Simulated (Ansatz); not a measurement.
C6H10AuO2 (SMILES CC1=CC(C)=[O]->[Au+]([CH3])[O]1), charge +1, singlet, geometry from GFN2-xTB (such geometries of metal compounds can be far from the true shape) (the multiplicity is a formal guess) (core potentials on Au); B3LYP/def2-SV(P) (Ansatz, a quantum-chemistry and plane-wave program).

The Ansatz input:
Ansatz 0.2 input:
```yaml
crystal:
  periodic: [false, false, false]
  atoms:
    - {symbol: Au, position_ang: [0.54732637, 0.67334319, 0.27763479]}
    - {symbol: C, position_ang: [1.47114103, 2.15482715, -0.72701074]}
    - {symbol: H, position_ang: [2.08613064, 2.66473907, 0.01015622]}
    - {symbol: H, position_ang: [0.74449983, 2.83709640, -1.15007766]}
    - {symbol: H, position_ang: [2.08857464, 1.75673059, -1.52201096]}
    - {symbol: C, position_ang: [-1.43594018, -1.27117979, -2.85121481]}
    - {symbol: C, position_ang: [-1.00049977, -1.01537765, -1.42878763]}
    - {symbol: C, position_ang: [-1.43251235, -1.83163365, -0.42486893]}
    - {symbol: C, position_ang: [-1.10504892, -1.71326233, 0.95562966]}
    - {symbol: C, position_ang: [-1.69577160, -2.72563219, 1.87636374]}
    - {symbol: O, position_ang: [-0.36324081, -0.82406881, 1.43051879]}
    - {symbol: O, position_ang: [-0.22498191, 0.02037069, -1.39228625]}
    - {symbol: H, position_ang: [-2.52170344, -1.22909101, -2.90893899]}
    - {symbol: H, position_ang: [-1.00792985, -0.52248796, -3.51211192]}
    - {symbol: H, position_ang: [-1.10014784, -2.25990141, -3.15769197]}
    - {symbol: H, position_ang: [-2.08448852, -2.64813803, -0.69115894]}
    - {symbol: H, position_ang: [-1.37474772, -2.53634879, 2.89704921]}
    - {symbol: H, position_ang: [-2.78272962, -2.68773532, 1.82072319]}
    - {symbol: H, position_ang: [-1.38866859, -3.72583918, 1.57438569]}
basis:
  gaussian:
    orbitals: def2-SV_P_.json
hamiltonian:
  xc: b3lyp
total_charge: 1
scf: {lower_state_search: full}
```
The basis file holds def2-SV(P) in the JSON format of the Basis Set Exchange.

Write the output that Ansatz gives for this input, abridged.


```
Functional definition: B3LYP
1792 factors; integrals over basis functions are off by at most 1.1e-3 eV
mean field evaluation 1: about -14136.0774 eV, gradient 9.4e1 eV
mean field evaluation 2: about -14136.6184 eV, gradient 9.4e1 eV
mean field evaluation 4: about -14152.5671 eV, gradient 4.3e1 eV
mean field evaluation 8: about -14156.8093 eV, gradient 1.4e0 eV
mean field evaluation 16: about -14156.8331 eV, gradient 1.8e-3 eV
mean field evaluation 32: about -14156.3504 eV, gradient 2.0e0 eV
mean field evaluation 64: about -14156.8331 eV, gradient 4.7e-3 eV
mean field -14156.83305858 eV, -520.2540190565 hartree, gradient 1.5e-5 eV, S^2 0.000000; 2 other end points of the search recorded, 0 dependent functions left out
reference -14156.83339951 eV, -520.2540315858 hartree; 40, 40 occupied and 117, 117 virtual orbitals, 1792 factors
Total energy: -14156.83339951 eV, -520.2540315858 hartree
```
